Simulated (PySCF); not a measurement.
C3H6F2Si, SMILES FC(F)=CC[SiH3]. Atoms are numbered in the order given.

```xyz
12

F      1.8981    -0.5212    -0.4745
C      1.3342     0.2483     0.4304
F      2.1385     0.4131     1.4539
C      0.1242     0.7842     0.3190
C     -0.7900     0.5576    -0.8397
Si    -2.2069    -0.6270    -0.4074
H     -0.2057     1.3956     1.1618
H     -1.2301     1.5109    -1.1778
H     -0.2411     0.1387    -1.6979
H     -2.9686    -0.0980     0.7656
H     -3.1424    -0.7669    -1.5663
H     -1.6547    -1.9698    -0.0555
```

The structure is a stationary point at PBE0-D3(BJ)/def2-SVP. The structure was generated by enumeration, and PubChem lists no compound with its InChIKey, so it may never have been made. Other conformers were not sampled.

These are PBE/def2-TZVP in PySCF values and carry that method's errors.

Atomic charges (e):

```tsv
atom	IAO	Mulliken
F1	-0.23	-0.13
C2	0.52	0.33
F3	-0.23	-0.13
C4	-0.27	-0.25
C5	-0.53	-0.27
Si6	0.57	0.14
H7	0.17	0.13
H8	0.16	0.13
H9	0.17	0.13
H10	-0.11	-0.03
H11	-0.11	-0.03
H12	-0.11	-0.02
```

Problem. Give the Mayer and Wiberg (Löwdin basis) orders of the bonds. (An estimate is asked for; the answer gives what the named calculation found.)

Solution. 
```tsv
bond	Mayer	Wiberg
F1–C2	1.17	1.82
C2–F3	1.16	1.84
C2–C4	1.85	1.96
C4–C5	0.99	1.29
C5–Si6	0.99	1.15
C4–H7	0.93	0.81
C5–H8	0.92	0.83
C5–H9	0.93	0.83
Si6–H10	0.95	0.95
Si6–H11	0.94	0.95
Si6–H12	0.95	0.95
```
